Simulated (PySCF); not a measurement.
Isomers of C2H12Si4. The calculation used TDDFT wB97X-D/def2-SVPD, vertical, gas phase, core orbitals frozen in the response in PySCF. Geometries: GFN2-xTB; one conformer of each isolated species. Triplets are in the Tamm–Dancoff approximation.

A. `C([Si@H]([SiH2][SiH3])[SiH3])=C`
B. `[SiH3]C[Si@H]1C[SiH2][SiH2]1`
C. `C[Si@@H]1[SiH2]C[Si@H]1[SiH3]`

Lowest singlet levels (six at most, fewer where fewer were computed) with oscillator strengths:

1. 5.40 eV (f 0.002); 6.04 eV (f 0.019); 6.14 eV (f 0.167); 6.36 eV (f 0.003); 6.71 eV (f 0.019); 6.82 eV (f 0.078); T1 4.87 eV
2. 5.38 eV (f 0.010); 5.67 eV (f 0.134); 5.91 eV (f 0.029); 6.25 eV (f 0.007); 6.32 eV (f 0.003); 6.65 eV (f 0.070); T1 4.81 eV
3. 6.13 eV (f 0.057); 6.20 eV (f 0.073); 6.60 eV (f 0.333); 6.66 eV (f 0.086); 7.02 eV (f 0.033); 7.06 eV (f 0.089); T1 4.38 eV

Problem. Match each spectrum to its molecule.

Solution. 1 = B, 2 = C, 3 = A.
- A: S1 at 6.13 eV, HOMO→LUMO (53%), HOMO→LUMO+1 (29%); Löwdin shares by element: HOMO carbon 38%, silicon 32% or more (atoms not listed hold the other 29%); LUMO silicon 67% (atoms not listed hold the other 33%); HOMO -9.28 and LUMO 1.00 eV.
- B: S1 at 5.40 eV, HOMO→LUMO (94%); Löwdin shares by element: HOMO silicon 69% or more, carbon 9% or more (atoms not listed hold the other 22%); LUMO silicon 60% or more, carbon 9% or more (atoms not listed hold the other 31%); HOMO -9.10 and LUMO 0.89 eV.
- C: S1 at 5.38 eV, HOMO→LUMO (75%), HOMO→LUMO+1 (18%); Löwdin shares by element: HOMO silicon 78% (atoms not listed hold the other 22%); LUMO silicon 65% (atoms not listed hold the other 35%); HOMO -9.00 and LUMO 0.87 eV.
B and C have S1 within 0.03 eV of each other; their strongest listed levels stand at 6.14 eV (f 0.167) and 5.67 eV (f 0.134).
